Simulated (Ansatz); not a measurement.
Molecule: GaBr2, charge 0, multiplicity 2. It need not be the lowest isomer of its formula. 
Coordinates optimised at B3LYP-D3(BJ)/def2-TZVP (Ansatz, a program for electronic structure):
SMILES: [Br][Ga][Br]
```xyz
3

Ga     0.6960     0.3351     0.2410
Br    -0.5928     1.3825    -1.4138
Br    -0.0237    -1.6794     1.2004
```
Charge 0, spin multiplicity 2.

Computed values are from Ansatz. Cores are frozen in the correlated levels unless marked. UHF or UKS for open shells. Spin-orbit coupling is left out. The frozen core is the preceding noble-gas configuration, with the filled d and f shells of earlier blocks. Non-relativistic. CBS marks a two-point X^-3 extrapolation of the correlation energy; Hartree-Fock from the larger set. The bracket is a focal-point correction in the basis named.

atomisation energy De: 144.6 kcal/mol at RI-MP2/CBS(aug-cc-pVTZ,aug-cc-pVQZ)+[CCSD(T)-MP2]/aug-cc-pVTZ
vertical ionisation energy (to the singlet): 8.78 eV at RI-MP2/CBS(aug-cc-pVTZ,aug-cc-pVQZ)+[CCSD(T)-MP2]/aug-cc-pVTZ
total energy: -7068.8140 Eh at RI-MP2/CBS(aug-cc-pVTZ,aug-cc-pVQZ)+[CCSD(T)-MP2]/aug-cc-pVTZ
dipole moment: 1.66 D at CCSD(T)/aug-cc-pVDZ
T1 diagnostic: 0.015 at CCSD/aug-cc-pVTZ
